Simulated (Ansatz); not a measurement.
Pd3H2⁻. Total charge -1; doublet. Geometry relaxed at PBE-D4/def2-TZVPD.

```xyz
5

Pd    0.6364   -0.5324    0.3590
Pd   -0.4529    0.9793   -1.6509
Pd   -1.8135    0.1180    0.3582
H     0.6983   -1.3837    1.7254
H     0.9317    0.8188   -0.7917
```

In the def2 sets Pd takes a core potential; there is no spin–orbit coupling. Another isomer (doublet) lies 0.03 eV lower at PBE0-D4/def2-TZVPD.

Q: Estimate the harmonic wavenumbers at UKS PBE-D4/def2-TZVPD (Ansatz, unscaled). Is this a minimum?

A: 83i, 127, 155, 206, 275, 368, 1019, 1515, 1778 cm⁻¹. No: 1 imaginary mode, a saddle point. Zero-point energy 32.6 kJ/mol. Run time 54 s (4 threads of Arm Neoverse V1 on a shared host).
